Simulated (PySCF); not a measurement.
## Calculated data, B2GeH6N, CH5BGeO, CH7BGeN, CH5BGeSi and others

All values are calculated (PySCF 2.14.0). Calculation on a computer-drawn molecule: the log of a Hartree-Fock and frozen-core CCSD(T) single point meant for a local Hartree-Fock minimum, with one planted fault or none, to be diagnosed. Offsets are logged minus clean, where the clean run is the same molecule without the fault. The reference is restricted for singlets and unrestricted otherwise, and also for a bond in bohr or an excited solution. Adding or removing an electron swaps singlet and doublet. The excited solution moves the top pair (singlet) or top alpha electron (doublet) to the lowest empty orbital. Highest occupied and lowest empty are orbital energies over both spins, largest force is the largest gradient component, triples share is (T) over the correlation energy, the T1 limit is 0.02 restricted and 0.045 unrestricted, electrons count all cores, a negative frequency is imaginary (commonest isotopes), and the dipole is about the centre of nuclear charge; on germanium a core potential holds 10 electrons, which the energies leave out, and 3d is frozen in MP2 and coupled-cluster steps.

Common to all runs: meant charge 0; meant basis and core potential on germanium cc-pVDZ-PP ECP10MDF; logged SCF converged yes; possible faults no fault, one electron removed, one electron added, multiplicity raised by two, geometry at a saddle point, SCF held on an excited solution, minimal basis STO-3G, one bond length entered in bohr, all coordinates scaled.

(1) B2GeH6N

Logged structure:
```xyz
10
B2GeH6N
B     -1.8122    -0.8960     0.0000
Ge     0.0000    -0.0097     0.0000
B      1.8121    -0.8960     0.0000
N      0.0000     1.7993     0.0000
H     -2.8253    -0.2558     0.0000
H     -1.8637    -2.0924     0.0000
H      2.8253    -0.2558     0.0000
H      1.8637    -2.0924     0.0000
H      0.8351     2.3494     0.0000
H     -0.8351     2.3494     0.0000
```

* meant multiplicity: 2
* meant basis: cc-pVDZ
* logged electrons: 55
* logged basis functions: 95
* logged spin squared: 0.7586
* logged highest occupied: -7.0713 eV
* logged lowest empty: 0.48578 eV
* logged largest force: 1.289e-05 hartree/bohr
* logged lowest frequency: -263.2 cm⁻¹
* logged T1 diagnostic: 0.022235
* logged D1 diagnostic: 0.093553
* logged triples share: 0.029308
* logged CC converged: yes
* logged dipole magnitude: 1.3447 debye
* logged SCF stable within its kind: yes
* logged energy HF: -400.6336 hartree
* logged energy CCSD(T): -401.12303 hartree
* planted fault: geometry at a saddle point
* HF energy offset from clean run: 0.2134 kcal/mol
* CCSD(T) energy offset from clean run: 0.1547 kcal/mol

Drawn bonds:
```tsv
atom	other atom	order
1	2	1
2	3	1
2	4	1
1	5	1
1	6	1
3	7	1
3	8	1
4	9	1
4	10	1
```

(2) CH5BGeO

Logged structure:
```xyz
9
CH5BGeO
B     -1.7216    -0.7976    -0.3732
Ge    -0.6655    -2.4409     0.3454
C      0.1668    -3.5972    -0.9877
O     -0.5394    -2.7493     1.9373
H     -1.1753     0.2561    -0.5202
H     -2.8842    -0.8935    -0.6372
H      0.8801    -3.0273    -1.5888
H     -0.5932    -4.0037    -1.6600
H      0.6842    -4.4147    -0.4865
```

* meant multiplicity: 1
* meant basis: cc-pVDZ
* logged electrons: 56
* logged basis functions: 90
* logged spin squared: 0
* logged highest occupied: -5.2682 eV
* logged lowest empty: -3.6541 eV
* logged largest force: 0.06695 hartree/bohr
* logged CC converged: no
* logged dipole magnitude: 5.9015 debye
* logged SCF stable within its kind: no
* logged energy HF: -433.27043 hartree
* planted fault: SCF held on an excited solution
* HF energy offset from clean run: 229.4 kcal/mol

Drawn bonds:
```tsv
atom	other atom	order
1	2	1
2	3	1
2	4	2
1	5	1
1	6	1
3	7	1
3	8	1
3	9	1
```

Notes: CCSD not converged.

(3) CH7BGeN

Logged structure:
```xyz
11
CH7BGeN
B      0.3484     0.0469    -1.6242
Ge    -0.6753     1.3891    -0.6258
C     -0.1860     3.2137    -0.1311
N     -2.3074     1.0783     0.0891
H     -0.1301    -1.0323    -1.8308
H      1.4409     0.3479    -2.0148
H     -0.8955     3.9268    -0.5571
H      0.8130     3.4487    -0.4990
H     -0.1988     3.3221     0.9555
H     -2.8269     0.2667    -0.1859
H     -2.9135     1.8371     0.3360
```

* meant multiplicity: 2
* meant basis: cc-pVDZ
* logged electrons: 57
* logged basis functions: 100
* logged spin squared: 0.7575
* logged highest occupied: -7.0058 eV
* logged lowest empty: 1.4023 eV
* logged largest force: 4.183e-05 hartree/bohr
* logged lowest frequency: 102.62 cm⁻¹
* logged T1 diagnostic: 0.015265
* logged D1 diagnostic: 0.067399
* logged triples share: 0.028329
* logged CC converged: yes
* logged dipole magnitude: 3.0897 debye
* logged SCF stable within its kind: yes
* logged energy HF: -414.42823 hartree
* logged energy CCSD(T): -414.98548 hartree
* planted fault: no fault
* HF energy offset from clean run: 0 kcal/mol
* CCSD(T) energy offset from clean run: 0 kcal/mol

Drawn bonds:
```tsv
atom	other atom	order
1	2	1
2	3	1
2	4	1
1	5	1
1	6	1
3	7	1
3	8	1
3	9	1
4	10	1
4	11	1
```

(4) CH5BGeSi

Logged structure:
```xyz
9
CH5BGeSi
B     -1.8894    -1.2412    -0.9094
Ge    -2.6131    -1.2365     1.0220
Si    -0.5199    -2.4360     1.4636
C      0.9986    -1.8787     0.9155
H     -1.1280    -0.4049    -1.3123
H     -2.2528    -2.0999    -1.6686
H     -0.5618    -3.6684     2.2813
H      1.9354    -2.3443     1.2060
H      1.1906    -0.2037    -0.2489
```

* meant multiplicity: 1
* meant basis: cc-pV(D+d)Z
* logged electrons: 62
* logged basis functions: 99
* logged spin squared: 1.4584
* logged highest occupied: -7.9504 eV
* logged lowest empty: 0.34718 eV
* logged largest force: 0.048551 hartree/bohr
* logged T1 diagnostic: 0.079757
* logged D1 diagnostic: 0.24844
* logged triples share: 0.0473
* logged CC converged: yes
* logged dipole magnitude: 0.44864 debye
* logged SCF stable within its kind: yes
* logged energy HF: -647.55197 hartree
* logged energy CCSD(T): -648.00351 hartree
* planted fault: one bond length entered in bohr, row 8 of the drawn bonds
* HF energy offset from clean run: 76.06 kcal/mol
* CCSD(T) energy offset from clean run: 88.4 kcal/mol

Drawn bonds:
```tsv
atom	other atom	order
1	2	1
2	3	1
3	4	2
1	5	1
1	6	1
3	7	1
4	8	1
4	9	1
```

Notes: T1 above single-reference limit.

(5) B2GeH5O

Logged structure:
```xyz
9
B2GeH5O
B     -1.0431    -0.3999     1.9109
B     -1.4903     0.6823     0.9693
O     -0.8164     1.2974     0.1518
Ge     0.7451     1.1449    -0.2400
H     -0.9308    -1.3912     2.3059
H     -2.5424     0.9708     1.0741
H      0.7983     0.8762    -1.5901
H      1.2646     0.0986     0.5046
H      1.3621     2.3373     0.0687
```

* meant multiplicity: 2
* meant basis: cc-pVDZ
* logged electrons: 55
* logged basis functions: 90
* logged spin squared: 0.7593
* logged highest occupied: -8.415 eV
* logged lowest empty: 1.9397 eV
* logged largest force: 0.09961 hartree/bohr
* logged T1 diagnostic: 0.014516
* logged D1 diagnostic: 0.0497
* logged triples share: 0.022925
* logged CC converged: yes
* logged dipole magnitude: 1.7627 debye
* logged SCF stable within its kind: yes
* logged energy HF: -420.39187 hartree
* logged energy CCSD(T): -420.86164 hartree
* planted fault: all coordinates scaled, by -9.6 %
* HF energy offset from clean run: 62.13 kcal/mol
* CCSD(T) energy offset from clean run: 71.5 kcal/mol

Drawn bonds:
```tsv
atom	other atom	order
1	2	1
2	3	1
3	4	1
1	5	1
2	6	1
4	7	1
4	8	1
4	9	1
```

(6) B2GeH5O

Logged structure:
```xyz
9
B2GeH5O
B     -1.1539    -0.4424     2.1139
B     -1.6485     0.7547     1.0723
O     -0.9030     1.4351     0.1679
Ge     0.8242     1.2665    -0.2655
H     -1.0297    -1.5389     2.5508
H     -2.8123     1.0738     1.1882
H      0.8830     0.9693    -1.7590
H      1.3989     0.1090     0.5582
H      1.5067     2.5855     0.0760
```

* meant multiplicity: 2
* meant basis: cc-pVDZ
* logged electrons: 56
* logged basis functions: 90
* logged spin squared: 0
* logged highest occupied: 0.14656 eV
* logged lowest empty: 7.0775 eV
* logged largest force: 0.064261 hartree/bohr
* logged T1 diagnostic: 0.018291
* logged D1 diagnostic: 0.060522
* logged triples share: 0.029773
* logged CC converged: yes
* logged dipole magnitude: 11.036 debye
* logged SCF stable within its kind: yes
* logged energy HF: -420.44653 hartree
* logged energy CCSD(T): -420.9705 hartree
* planted fault: one electron added
* HF energy offset from clean run: 27.83 kcal/mol
* CCSD(T) energy offset from clean run: 3.189 kcal/mol

Drawn bonds:
```tsv
atom	other atom	order
1	2	1
2	3	1
3	4	1
1	5	1
2	6	1
4	7	1
4	8	1
4	9	1
```

Notes: highest electron not bound in this basis.
